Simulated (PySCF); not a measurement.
Species: CH5GeNO2.
Structure used (PBE0-D3(BJ)/def2-SVP), in Å, numbered top down from 1:
```
atom  x, y, z in Å
N1    -1.7763    1.0940   -0.3248
Ge2   -0.8160   -0.3865    0.1634
C3     1.0631    0.0793    0.6788
O4     1.3839    0.4678    1.7708
O5     1.9333   -0.0197   -0.3379
H6    -1.4481    1.5639   -1.1641
H7    -1.8953    1.7841    0.4121
H8    -1.4771   -0.9722    1.4175
H9    -0.8098   -1.3559   -1.0285
H10    2.7978    0.2734    0.0027
```

Theory: TDDFT wB97X-D/def2-SVPD, vertical, gas phase, core orbitals frozen in the response (PySCF). Relativistic effects, spin–orbit coupling among them, are left out although an element past zinc is present.

Kohn–Sham orbitals with the atoms that hold most of them (Löwdin shares over 4%, at most four atoms; ? is withheld):

| orbital | ε (eV) | atoms |
| --- | --- | --- |
| HOMO-3 | -11.74 | Ge2 32%, H8 23%, H9 14%, O5 11% |
| HOMO-2 | -11.59 | O4 36%, O5 34%, C3 11%, Ge2 7% |
| HOMO-1 | -10.48 | N1 36%, O4 33%, Ge2 9%, C3 6% |
| HOMO | -9.21 | ? |
| LUMO | 0.97 | ? |
| LUMO+1 | 1.80 | Ge2 31%, O5 22%, C3 16%, H10 9% |
| LUMO+2 | 2.51 | O5 16%, O4 13%, Ge2 13%, C3 12% |

Problem. Which atoms hold the LUMO, and with what shares?

Solution. C3 (bonded to Ge and 2 O) 29%; O4 (bonded to C) 20%; Ge2 (bonded to C, N and 2 H) 19%; O5 (bonded to C and H) 11%. By element: oxygen 32%, carbon 29%, germanium 19%.

Problem. Which atoms hold the HOMO, and with what shares?

Solution. N1 (bonded to Ge and 2 H) 36%; O4 (bonded to C) 25%; C3 (bonded to Ge and 2 O) 12%; Ge2 (bonded to C, N and 2 H) 11%.

Problem. The HOMO–LUMO gap is 10.18 eV. Where does the response calculation put the lowest singlet, and from which orbitals?

Solution. S1 is at 4.96 eV (f = 0.0079), 5.22 eV below the gap, made of HOMO→LUMO (76%), HOMO-1→LUMO (14%). 

Problem. One configuration dominates each of S1 and S3. Which, and how do the shares of the two leading atoms of either orbital change from the occupied to the empty one?

Solution. 
- S1 (4.96 eV, f 0.0079), HOMO→LUMO (76%): N1 36% → at most 12%, O4 25% → 20%, C3 12% → 29%
- S3 (7.08 eV, f 0.087), HOMO→LUMO+1 (76%): N1 36% → at most 9%, O4 25% → at most 9%, Ge2 11% → 31%, O5 at most 12% → 22%

Hardware: one thread of an Arm Neoverse V1, no GPU, shared host. Cost: 40 s.

One conformer stands for the species.
